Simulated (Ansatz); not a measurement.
`CO[SiH](O)[SiH3]`. The species carries charge 0 and has multiplicity 1.

```xyz
13

C     0.493   -2.263    0.221
O     0.634   -0.859    0.219
Si   -0.609    0.180   -0.033
O    -1.238    0.079   -1.554
Si    0.294    2.296    0.413
H     1.401   -2.699    0.643
H    -0.362   -2.579    0.830
H     0.358   -2.647   -0.795
H    -1.758   -0.198    0.832
H    -0.693    0.385   -2.280
H     1.324    2.632   -0.610
H     0.926    2.338    1.758
H    -0.770    3.335    0.353
```

Question: What are the harmonic wavenumbers in cm⁻¹ at PBE0-D4/def2-TZVP (Ansatz, finite differences of forces, unscaled)? (Estimate.)

Answer: Ansatz gave: 73, 78, 84, 115, 158, 247, 287, 343, 431, 506, 526, 754, 784, 816, 874, 903, 907, 936, 941, 1140, 1180, 1211, 1479, 1493, 1498, 2207, 2210, 2222, 2229, 3021, 3087, 3125, 3918.

Question: Is this a minimum?

Answer: Yes, all 33 modes are real.

Question: Give the ideal-gas thermochemistry at 298.15 K and 1 bar (rigid rotor, harmonic oscillator; point group C1, symmetry number 1).

Answer: Zero-point energy 237.9 kJ/mol; H(298) − E = 264.3 kJ/mol; entropy 390.3 J/(mol·K), of which translation 167.3, rotation 115.8, vibration 107.2; G(298) − E = 147.9 kJ/mol. Modes under 100 cm⁻¹ are hindered rotations or soft bends, so the harmonic entropy is rough.

Question: Rotational constants (cm⁻¹)?

Answer: 0.1555, 0.0611, 0.0477.
